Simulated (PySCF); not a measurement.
**Exercise with solution: oscillator strength and radiative lifetime**

C3H9Ge, SMILES [CH3][Ge]([CH3])[CH3] (connectivity only; charge and spin as stated), charge +1, multiplicity 1.

The structure is a stationary point at PBE-D3(BJ)/def2-SVP. The multiplicity is an assumed one; no other spin state was optimised. The isomer is the one that the SMILES or the coordinates give; other isomers of the formula were not compared.

TDDFT-CAM-B3LYP/def2-SVPD in PySCF 2.14.0 puts the first singlet state with f over 0.02 at 7.80 eV (vertical), with the transition dipole (0.283, -0.245, -0.021) in atomic units.

Find the oscillator strength, the wavelength and the radiative lifetime that this transition would have in vacuum if emission retraced absorption.


|μ|² = 0.1406 au, so |μ| = 0.95 D. ΔE = 7.80/27.211 = 0.2866 hartree. f = (2/3) ΔE |μ|² = 0.027 (the program prints 0.027).
λ = 1239.84/7.80 = 159 nm; ν = 62911 cm⁻¹.
Einstein's coefficient A = 0.6670 ν² f s⁻¹ (ν in cm⁻¹) = 7.1e7 s⁻¹, so τ = 1/A = 14 ns. This state is S4; the lower singlets have f = 0.000, 0.000, 0.003. The figure is the radiative limit of this one transition; relaxation, internal conversion, crossing to triplets and a medium change what is measured.
